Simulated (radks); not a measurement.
Task: Ionisation of the thallium ion Tl+, [Hg], to [Xe] 4f14 5d10 6s1 as the strength of local exchange is varied. All-electron calculation, scalar-relativistic Kohn-Sham, Slater X-alpha exchange (alpha = 2/3 is LDA exchange), no correlation, spin-polarised, spherical densities, finite nucleus; Fermi nuclear charge, rms radius 5.4759 fm. Program: a radial shooting solver on a logarithmic mesh with Libxc functionals.

alpha  E(Tl+) (hartree)  exchange (hartree)  IE (eV)  -e of the level emptied (eV)  <r> of it (bohr)
0.616       -20193.6889           -330.8849   19.098                   14.917 (6s)             2.427
0.621       -20196.3908           -333.6173   19.148                   14.968 (6s)             2.425
0.657       -20215.8556           -353.3127   19.517                   15.337 (6s)             2.408
0.667       -20221.2660           -358.7905   19.620                   15.440 (6s)             2.403
0.762       -20272.7400           -410.9790   20.609                   16.435 (6s)             2.360
0.766       -20274.9103           -413.1823   20.651                   16.478 (6s)             2.358
0.975       -20388.6453           -528.9717   22.899                   18.761 (6s)             2.269
?           -20418.1386           -559.1004   23.496                   19.371 (6s)             2.248

Which alpha was used in the last row?

Result: alpha = 1.029. NIST Atomic Spectra Database: 20.428 eV (measured). The Delta-SCF value meets it near alpha = 0.74.

Beside tabulated values, note that scalar-relativistic runs lack spin-orbit coupling.
